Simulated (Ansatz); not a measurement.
One change: `Cl[SiH2]S[SiH2]Cl` becomes `S[SiH2]Cl`.

Ansatz, PBE0-D4/def2-TZVP geometries, multiplicity 1. Each molecule was computed in one conformer, which needn't be the lowest.

```json
{"property": "LUMO energy (B3LYP/def2-TZVPP) / eV", "`Cl[SiH2]S[SiH2]Cl`": "-0.69"}
{"property": "HOMO energy (PBE/def2-TZVPP) / eV", "`Cl[SiH2]S[SiH2]Cl`": "-6.87"}
{"property": "HOMO–LUMO gap (ωB97M-V/def2-TZVPP) / eV", "`Cl[SiH2]S[SiH2]Cl`": "11.52"}
{"property": "HOMO energy (PBE0/def2-TZVPP) / eV", "`Cl[SiH2]S[SiH2]Cl`": "-8.08"}
{"property": "size of the dipole moment (B3LYP/def2-TZVPP) / D", "`Cl[SiH2]S[SiH2]Cl`": "0.59"}
{"property": "HOMO energy (B3LYP/def2-TZVPP) / eV", "`Cl[SiH2]S[SiH2]Cl`": "-7.82"}
```

**Question.** Give the same properties after the change, and the shifts. (Estimate.)

**Answer.** Ansatz gave: 
| property | `S[SiH2]Cl` | shift |
| --- | --- | --- |
| LUMO energy (B3LYP/def2-TZVPP) / eV | -0.25 | 0.44 |
| HOMO energy (PBE/def2-TZVPP) / eV | -6.69 | 0.18 |
| HOMO–LUMO gap (ωB97M-V/def2-TZVPP) / eV | 11.94 | 0.42 |
| HOMO energy (PBE0/def2-TZVPP) / eV | -7.93 | 0.15 |
| size of the dipole moment (B3LYP/def2-TZVPP) / D | 1.07 | 0.48 |
| HOMO energy (B3LYP/def2-TZVPP) / eV | -7.66 | 0.16 |

With PBE0 the HOMO rises by 0.15 eV and the LUMO rises by 0.55 eV, so the gap widens by about 0.40 eV. PBE moves the HOMO by 0.18 eV and ωB97M-V by 0.11 eV. Dipoles are sizes alone; their direction can turn.

B3LYP here is the variant with VWN-RPA as its local correlation; programs differ in this.
